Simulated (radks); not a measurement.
Excited configurations of the holmium ion Ho2+: one electron is placed in a higher orbital outside [Xe] 4f10. The ground configuration is [Xe] 4f11. Method: scalar-relativistic Kohn-Sham, PBE, spin-polarised, spherical densities, point nucleus; open shells are filled with parallel spins first (spin-orbit coupling, left out, can overturn this in heavy ions); computed with a radial shooting solver on a logarithmic mesh with Libxc functionals. Excitation = E - E(ground); binding = E(ion) - E, where the ion is the core of charge +3; n* = 3/sqrt(2 binding) in atomic units, and the quantum defect is n - n*.

outer orbital  excitation (eV)  binding (eV)     n*  quantum defect
5d                       4.117        20.320  2.455           2.545
5f                      16.361         8.076  3.894           1.106
6s                       4.024        20.414  2.449           3.551
6p                       8.947        15.490  2.812           3.188
6d                      14.540         9.898  3.517           2.483
6f                      19.013         5.424  4.751           1.249
7s                      13.948        10.489  3.417           3.583
7d                      18.313         6.124  4.472           2.528
7f                      20.598         3.839  5.648           1.352

The Delta-SCF ionisation energy is 24.437 eV (NIST Atomic Spectra Database: 22.79 eV, semi-empirical). Self-interaction in the functional shifts the binding energies and quantum defects, so they are the method's values and not measured ones. Open shells are spherical and high-spin; term and fine-structure splittings are not resolved. Spin-orbit splitting is averaged out at the scalar-relativistic level.
